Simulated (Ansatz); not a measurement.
Species: BeH2 (charge +1, doublet). 
Geometry from a B3LYP-D3(BJ)/def2-TZVP (Ansatz, a first-principles code) optimisation:
```
Be
H 1 1.4200
H 1 1.4200 2 92.64
```
Charge +1, spin multiplicity 2.

Parts of the frozen-core correlation energy in def2-SVP (Ansatz, hartree). Frozen orbitals: 1; correlated occupied orbitals by spin: 2 and 1; virtual: 16 and 17. Open shells are spin-unrestricted. Spin-orbit coupling is left out. No relativistic terms.

```
term                           value
-------------------------  ---------
reference (HF)             -15.34918
MP2 opposite-spin           -0.02538
MP2 same-spin                    ___
CCSD correlation                 ___
(T)                              ___
CCSDT minus CCSD(T)         -0.00012
T1 diagnostic                  0.022
largest doubles amplitude      0.053
<S^2> of the reference         0.783
```

**Question.** What belongs in the gaps?

**Answer.** 
- MP2 same-spin, value: -0.00052
- CCSD correlation, value: -0.03770
- (T), value: -0.00027
